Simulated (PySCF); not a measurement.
The numbers below are computed, except where a source is named.
## Si3H6Cl

Si3H6Cl is a small molecule (built as: Si site whose three back bonds go to SiH3, SiH3, Cl), neutral, doublet. The structure, one conformer, was relaxed in the gas phase by PBE0-D3(BJ)/def2-SVP. No frequency run checks that it is a minimum.

SMILES: [SiH3][Si]([SiH3])Cl

```
atom   x (Å)   y (Å)   z (Å)
 Si1  -0.758  -0.024  -0.695
 Si2   1.247  -1.174  -1.057
 Si3  -0.803   1.467   1.109
 Cl4  -2.273  -1.438  -0.416
  H5   1.534  -2.106   0.077
  H6   1.156  -1.958  -2.324
  H7   2.353  -0.174  -1.166
  H8  -2.088   2.226   1.106
  H9   0.340   2.420   0.958
 H10  -0.667   0.735   2.408
```

EPR values by unrestricted B3LYP, IGLO-III on Cl Si, pcH-1 on H.

Predict g and the largest hyperfine couplings. Where does the spin sit?

g = 2.0021, 2.0105, 2.0112. The spin sits on Si1 (82 %, bonded to 1 Cl + 2 Si) by Mulliken populations.
```tsv
atom	isotope	isotropic (MHz)	dipolar, principal values (MHz)
Si1	29Si	-430.5	-154.0, 76.5, 77.5
H10	1H	61.1	-2.3, -0.2, 2.5
H5	1H	61.1	-2.3, -0.2, 2.5
Si3	29Si	-35.6	-11.1, 4.3, 6.9
Si2	29Si	-35.3	-11.1, 4.3, 6.8
Cl4	35Cl	9.8	-18.3, -16.2, 34.5
```

How do the isotropic couplings move with BHandHLYP?

Si1 -430.5 to -469.6 MHz, H10 61.1 to 59.6 MHz, H5 61.1 to 59.6 MHz, Si3 -35.6 to -35.0 MHz.
